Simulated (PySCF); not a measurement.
A calculated (LDA, PySCF 2.14, aug-cc-pVQZ-DK, scalar relativity by spin-free X2C-1e) atom or ion has these occupied shells.

```json
{"shell": "1s", "electrons": "2", "orbital energy (eV)": "-3109.2", "rms radius, mean of both spins (bohr)": "0.0993"}
{"shell": "2s", "electrons": "2", "orbital energy (eV)": "-296.02", "rms radius, mean of both spins (bohr)": "0.453"}
{"shell": "2p", "electrons": "6", "orbital energy (eV)": "-230.06", "rms radius, mean of both spins (bohr)": "0.421"}
{"shell": "3s", "electrons": "2", "orbital energy (eV)": "-24.267", "rms radius, mean of both spins (bohr)": "1.52"}
{"shell": "3p", "electrons": "6", "orbital energy (eV)": "-10.390", "rms radius, mean of both spins (bohr)": "1.83"}
```

Name the element and its charge.

Ar (argon, neutral), in [Ar], closed-shell 1S.
